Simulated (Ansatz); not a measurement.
`C=CN([SiH3])C=O` + `FBCF` → `O=CC(F)BF` + `C=CN[SiH3]`  (formal exchange of groups at a C–N bond)

Calculated with Ansatz (gas phase, PBE0-D4/def2-TZVP geometries, no zero-point term in ΔE). CCSD(T)/CBS is the MP2 limit (def2-TZVPP, def2-QZVPP) plus CCSD(T) − MP2 in def2-TZVPP, frozen cores. This one scheme is used for every species. DFT in def2-TZVPP. B3LYP here is the variant with VWN-RPA as its local correlation; programs differ in this. One conformer a species, not always the lowest.

```csv
level,ΔE (kJ/mol)
PBE0-D4,56.9
B3LYP,50.1
SCS-MP2/def2-QZVPP,54.2
HF/CBS(def2),43.7
```

What does CCSD(T)/CBS give? (Estimate.)

Computed: +54.4 kJ/mol. The listed levels differ from it by 2.5, -4.3, -0.2, -10.7 kJ/mol.

Largest T1 diagnostic among the species: 0.015.

In def2-TZVPP, CCSD(T) changes the Hartree–Fock value by +11.1 kJ/mol (the triples alone add +3.5 kJ/mol) and MP2 by +15.5 kJ/mol. The D4 term adds +5.9 kJ/mol with B3LYP and +3.2 kJ/mol with PBE0; it sums over pairs of atoms, weighted by their polarisabilities, and B3LYP, whose exchange is more repulsive, gets the larger term.
